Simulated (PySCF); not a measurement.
# Polarisability and C₆ of Sr(2+) (strontium, charge +2)

[Kr], closed-shell 1S. All numbers are calculated (PySCF 2.14, scalar relativity by spin-free X2C-1e, in x2c-TZVPPall with one added diffuse shell each of s, p, d, f type (9s7p7d3f1g, 95 functions)). Coupled (time-dependent) response in atomic units; α is the mean over directions.

```
method  mean α (bohr³)  C₆ (like pair)  S(−4)
   UHF           5.683           27.45  4.732
   PBE           5.834           28.27  5.146
  PBE0           5.762           27.87  4.955
```

S(−4) is the Cauchy moment in α(ω) = α(0) + S(−4) ω² + …

α(iu) at PBE0:

```
u (hartree)  α(iu) (bohr³)
          0          5.762
     0.0500          5.750
      0.100          5.713
      0.200          5.571
      0.300          5.351
      0.500          4.758
      0.750          3.928
       1.00          3.175
       1.50          2.078
       2.00          1.417
       3.00         0.7562
       5.00         0.3139
```

For an ion, C₆ is the dispersion term alone; charge-induced terms of lower order in 1/R come first.
